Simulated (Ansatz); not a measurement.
`[Br][Al]1[SiH2][S]1` and `[Br][Al]1[CH2][S]1` differ in one element.

Ansatz, PBE0-D4/def2-TZVP geometries, multiplicity 1. 

Scalar relativity is left out up to krypton.

| property | `[Br][Al]1[SiH2][S]1` |
| --- | --- |
| ideal-gas entropy at 298 K and 1 bar (rigid rotor, harmonic PBE0-D4/def2-TZVP) / J/(mol·K) | 344 |
| HOMO energy (PBE0/def2-TZVPP) / eV | -6.86 |
| LUMO energy (PBE/def2-TZVPP) / eV | -2.54 |
| HOMO energy (B3LYP/def2-TZVPP) / eV | -6.66 |
| LUMO energy (PBE0/def2-TZVPP) / eV | -1.76 |
| size of the dipole moment (PBE/def2-TZVPP) / D | 1.21 |

What does the change do to each property? (An estimate is asked.)

The calculation gave: 
| property | `[Br][Al]1[CH2][S]1` | shift |
| --- | --- | --- |
| ideal-gas entropy at 298 K and 1 bar (rigid rotor, harmonic PBE0-D4/def2-TZVP) / J/(mol·K) | 326 | -18 |
| HOMO energy (PBE0/def2-TZVPP) / eV | -7.12 | -0.26 |
| LUMO energy (PBE/def2-TZVPP) / eV | -2.38 | 0.16 |
| HOMO energy (B3LYP/def2-TZVPP) / eV | -6.87 | -0.21 |
| LUMO energy (PBE0/def2-TZVPP) / eV | -1.57 | 0.19 |
| size of the dipole moment (PBE/def2-TZVPP) / D | 1.63 | 0.42 |

With PBE0 the HOMO falls by 0.26 eV and the LUMO rises by 0.19 eV, so the gap widens by about 0.45 eV. PBE moves the HOMO by -0.10 eV and ωB97M-V by -0.46 eV. Dipoles are sizes alone; their direction can turn.

B3LYP here is the variant with VWN-RPA as its local correlation; programs differ in this.

Spin–orbit coupling is left out; it splits and shifts lone-pair levels of the heavy atoms by tenths of an eV.
